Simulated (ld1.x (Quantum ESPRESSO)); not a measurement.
**Logarithmic derivatives: Cr, RRKJ**

- Element: chromium
- Generator: ld1.x (Quantum ESPRESSO) 7.5
- Type: norm-conserving RRKJ (Kleinman–Bylander form)
- Functional: PBEsol
- Relativity: scalar-relativistic
- Frozen core: [Ne] 3s2
- Valence charge: 12
- Reference configuration: 3p6 3d5 4s1 4p0
- Partial waves: 4s (bound): rc 2.70 bohr; 3p (bound): rc 1.05 bohr; 3d (bound): rc 2.00 bohr
- Local potential: the d channel
- Core correction: Bessel-smoothed model core inside 0.55 bohr
- rho0: 0.02

The phase is arctan(r·u′/u) with u = r·R(r), unwrapped; energies in Ry, scanned from -5 to 5 Ry. A pole is an energy at which the radial function vanishes at the test radius. The pseudo phase is shifted by a multiple of π to meet the all-electron one at the reference energy, and phase errors are pseudo minus all-electron; the curves can meet again beyond the range given. Levels narrower than the energy grid can be missing from the lists of poles. n/a: not evaluated, since a narrow level or a reset projector energy made the automatic matching unsafe.

```
channel  radius (bohr)  reference energy (Ry)  poles, all-electron  poles, pseudo  unbroken range about the reference energy with phases within 0.05 rad  phase error 1 Ry above the reference energy (rad)
      s           2.94                  -0.30                 1.19     1.11, 4.49                                                                    n/a                                                n/a
      p           2.94                  -3.33          -3.32, 2.01    -3.32, 2.24                                                             below -0.3                                             +0.001
      d           2.94                  -0.22          -0.07, 3.46    -0.07, 4.08                                                              below 0.8                                             +0.052
```

Note: ghost state, extra bound levels that the all-electron valence spectrum of the same l lacks: s at -57.2 eV. A true bound ghost makes a file unfit for plane-wave use.

Phases in the d channel:

| E (Ry) | all-electron | pseudo |
| --- | --- | --- |
| -5.00 | 1.421 | 1.421 |
| -4.48 | 1.413 | 1.413 |
| -3.96 | 1.403 | 1.403 |
| -3.44 | 1.391 | 1.391 |
| -2.92 | 1.377 | 1.377 |
| -2.40 | 1.357 | 1.358 |
| -1.88 | 1.331 | 1.332 |
| -1.36 | 1.289 | 1.291 |
| -0.84 | 1.203 | 1.206 |
| -0.32 | 0.356 | 0.364 |
| 0.20 | -1.807 | -1.796 |
| 0.72 | -2.065 | -2.022 |
| 1.24 | -2.734 | -2.490 |
| 1.76 | -4.052 | -3.727 |
| 2.28 | -4.467 | -4.341 |
| 2.80 | -4.614 | -4.537 |
| 3.32 | -4.695 | -4.631 |
| 3.84 | -4.756 | -4.690 |
| 4.36 | -4.816 | -4.736 |
| 4.88 | -4.894 | -4.778 |
